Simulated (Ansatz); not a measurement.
Reactions of `[SiH3]OBS`.

Program: Ansatz. Geometries: PBE0-D4/def2-TZVP. ΔE: electronic, gas phase. CCSD(T)/CBS is the MP2 limit (def2-TZVPP, def2-QZVPP) plus CCSD(T) − MP2 in def2-TZVPP, frozen cores. This one scheme is used for every species. DFT in def2-TZVPP. No spin–orbit coupling; open shells (•) take unrestricted orbitals. Each species was taken in one conformer, which may not be the lowest.

```csv
reaction,PBE-D4 (eV),CCSD(T)/CBS(def2) (eV)
`[SiH3]OBS` + `O[Si]1(O)CO1` → `O[Si]1(O[SiH3])CO1` + `OBS`,-0.18,-0.20
`[SiH3]OBS` + `O[SiH3]` → `[SiH3]OBO[SiH3]` + H₂S,-0.60,-0.72
`[SiH3]OBS` + `[SiH3]`• → `[SiH3]O[B]S`• + SiH₄,0.47,0.46
`[SiH3]OBS` + HCl → `SBCl` + `O[SiH3]`,0.30,0.37
`[SiH3]OBS` + HCl → `[SiH3]OBCl` + H₂S,-0.22,-0.26
```

Largest T1 diagnostic: 0.016, for `[SiH3]O[B]S`•.
